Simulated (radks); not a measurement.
The numbers below are computed, except where a source is named.
Q: The mean radii <r> (bohr) of the occupied orbitals of an atom or ion are listed with their occupations. Level of theory: scalar-relativistic Kohn-Sham, PBE, spin-unpolarised, spherical densities, point nucleus (a radial shooting solver on a logarithmic mesh with Libxc functionals).

| orbital | occ. | <r> |
|---|---|---|
| 1s | 2 | 0.02111 |
| 2s | 2 | 0.08978 |
| 2p | 6 | 0.07946 |
| 3s | 2 | 0.2344 |
| 3p | 6 | 0.2333 |
| 3d | 10 | 0.2120 |
| 4s | 2 | 0.5207 |
| 4p | 6 | 0.5472 |
| 4d | 10 | 0.5786 |
| 5s | 2 | 1.064 |
| 4f | 4 | 0.6194 |

Name the element and its charge.

A: Z = 66, dysprosium, charge +14: Dy14+ in [Kr] 4d10 4f4 5s2. The 1s radius gives Z: for a bare nucleus <r> = (2 gamma + 1)/(2Z) with gamma = sqrt(1 - (Z/c)^2), 0.02085 bohr for Z = 66, and screening makes it slightly larger (0.02111 here). The occupations add up to 52, and the charge is Z minus that.
